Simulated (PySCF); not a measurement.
CH6InNO2, SMILES C[NH][In]([OH])[OH]. Atoms are numbered in the order given.

```xyz
11

In    -0.0541     0.0009     0.2983
N      0.8064    -0.6881    -1.4096
C      0.4329    -0.2161    -2.7335
H      1.0783    -1.6680    -1.4044
H     -0.4274    -0.7479    -3.1879
H      1.2817    -0.3070    -3.4372
H      0.1667     0.8519    -2.6952
O     -1.0585     1.7349     0.2551
H     -1.3360     1.9873     1.1472
O      0.1727    -0.7929     2.1335
H      0.7323    -1.5819     2.1200
```
Charge 0, spin multiplicity 1.

Geometry optimised at B3LYP-D3(BJ)/def2-SVP. The structure was generated by enumeration; whether it is a known compound was not checked. The def2 effective core potentials stand for the cores of In; spin–orbit coupling is left out. One conformer was computed; it need not be the lowest.

All values below come from TDDFT-B3LYP/def2-SVPD (PySCF 2.14.0).

Vertical excitations. Isolated molecule, no solvent.

```tsv
state	energy (eV)	λ (nm)	f	main pairs
S1	3.62	342	0.022	HOMO→LUMO 98 %
S2	4.88	254	0.000	HOMO−1→LUMO 98 %
S3	5.21	238	0.017	HOMO→LUMO+1 81 %
S4	5.43	228	0.061	HOMO−2→LUMO 77 %, HOMO−3→LUMO 12 %
S5	5.79	214	0.010	HOMO→LUMO+2 90 %
S6	5.80	214	0.089	HOMO−3→LUMO 64 %, HOMO−1→LUMO+1 16 %
S7	6.01	206	0.015	HOMO→LUMO+3 75 %, HOMO−4→LUMO 18 %
S8	6.13	202	0.170	HOMO−4→LUMO 55 %, HOMO→LUMO+3 19 %
S9	6.63	187	0.011	HOMO→LUMO+4 95 %
S10	6.84	181	0.031	HOMO−3→LUMO+1 57 %, HOMO−1→LUMO+1 28 %
T1	3.13	396	0	HOMO→LUMO 97 %
T2	4.53	273	0	HOMO−1→LUMO 95 %
T3	4.62	269	0	HOMO→LUMO+1 96 %
T4	4.90	253	0	HOMO−2→LUMO 69 %, HOMO−3→LUMO 25 %
```
Triplets are in the Tamm–Dancoff approximation, which puts them higher than full response would, so one can lie above its singlet here.
